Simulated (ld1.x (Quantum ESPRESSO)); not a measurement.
**Ag (Z = 47): TM pseudisation with PBE, fully relativistic reference atom.**

ld1.x (Quantum ESPRESSO) 7.5 input, shortened:

```
&input
   title='Ag', zed=47., rel=2, dft='PBE', iswitch=3,
   config='[Kr] 4d10 5s0 5p0', rel_dist='average'
 /
 &inputp
   pseudotype=2, tm=.true., lloc=0,
   nlcc=.true., new_core_ps=.true., rcore=0.52
 /
3
4P  2  1   6.00   0.00  1.70  1.70  0.0
4D  3  2  10.00   0.00  1.50  1.50  0.0
4S  1  0   2.00   0.00  1.25  1.25  0.0
 &test
   configts(1)='4s2 4p6 4d10 5s0 5p0'
 /
```

Open shells are filled in proportion to 2j + 1 (rel_dist='average').

Poles of the logarithmic derivatives, all-electron (AE) and pseudo (PS). s: poles at -7.4 (AE) and -7.4 (PS) Ry. p1/2: poles at -4.8 (AE) and -4.8 (PS) Ry. p3/2: poles at -4.4 (AE) and -4.4 (PS) Ry. d3/2: poles at -0.1 (AE) and -0.1 (PS) Ry. d5/2: poles at 0.0 (AE) and 0.0 (PS) Ry. Test radius 1.86 bohr.

* Cutoffs needed: 100 Ry and 160 Ry (the cutoffs (Ry, on a coarse ladder) from which the occupation-weighted sum of valence levels, in a spherical-Bessel basis at the reference potential, stays within 10 and 1 mRy of its value at 400 Ry)
* Ghost test: no extra level below or beside the all-electron valence levels (p1/2, p3/2, d3/2, d5/2, s, f tested) (spherical-Bessel basis up to 400 Ry, 20 bohr box)
* Largest excitation error: +1198 meV (all-electron minus pseudo) for 4s2 4p6 4d9 5s2 5p0, out of 7 test configurations
